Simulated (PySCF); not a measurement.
# Diatomics with 40 electrons

CCSD(T) in PySCF with def2-TZVPPD on every atom, for the lowest determinant that a PBE0 search found; no spin–orbit coupling. All have 40 electrons, 10 of them in the valence shells, and the same state, a singlet (closed shell). For ions De leads to the atom and ion picked by measured ionisation energies and electron affinities.

```json
{"species": "ZnF⁻", "difference of nuclear charges": "21", "Re (Å)": "1.936", "ωe (cm⁻¹)": "398", "k (mdyn/Å)": "1.37", "De (eV)": "1.54", "dissociates to": "Zn + F⁻"}
{"species": "GaO⁻", "difference of nuclear charges": "23", "Re (Å)": "1.726", "ωe (cm⁻¹)": "792", "k (mdyn/Å)": "4.80", "De (eV)": "n/a", "dissociates to": "Ga + O⁻"}
{"species": "GeN⁻", "difference of nuclear charges": "25", "Re (Å)": "1.694", "ωe (cm⁻¹)": "936", "k (mdyn/Å)": "6.07", "De (eV)": "n/a", "dissociates to": "Ge⁻ + N"}
{"species": "GaF", "difference of nuclear charges": "22", "Re (Å)": "1.785", "ωe (cm⁻¹)": "622", "k (mdyn/Å)": "3.39", "De (eV)": "6.05", "dissociates to": "Ga + F"}
{"species": "GeO", "difference of nuclear charges": "24", "Re (Å)": "1.638", "ωe (cm⁻¹)": "977", "k (mdyn/Å)": "7.39", "De (eV)": "6.78", "dissociates to": "Ge + O"}
{"species": "GeF⁺", "difference of nuclear charges": "23", "Re (Å)": "1.676", "ωe (cm⁻¹)": "812", "k (mdyn/Å)": "5.87", "De (eV)": "5.70", "dissociates to": "Ge⁺ + F"}
{"species": "AsO⁺", "difference of nuclear charges": "25", "Re (Å)": "1.579", "ωe (cm⁻¹)": "1093", "k (mdyn/Å)": "9.28", "De (eV)": "6.47", "dissociates to": "As⁺ + O"}
{"species": "CBr⁺", "difference of nuclear charges": "29", "Re (Å)": "1.707", "ωe (cm⁻¹)": "967", "k (mdyn/Å)": "5.74", "De (eV)": "6.05", "dissociates to": "C⁺ + Br"}
```

Problem. Which member of the whole set has the stiffest bond, and how does it compare with the softest?

Solution. AsO⁺ with k = 9.28 mdyn/Å, 6.8 times that of ZnF⁻.

Correlated steps freeze the inner cores (6 to 10 orbitals); shallow outer-core shells are correlated. For an ion De counts to the pair picked by the measured ionisation energies or electron affinities, which need not be the lowest pair at this level. Where the molecule has an RHF reference, its open-shell atoms are computed with UHF. The CCSD T1 diagnostic is raised in AsO⁺, CBr⁺, GaO⁻, GeN⁻, GeO, a sign that a single reference may not be enough there.
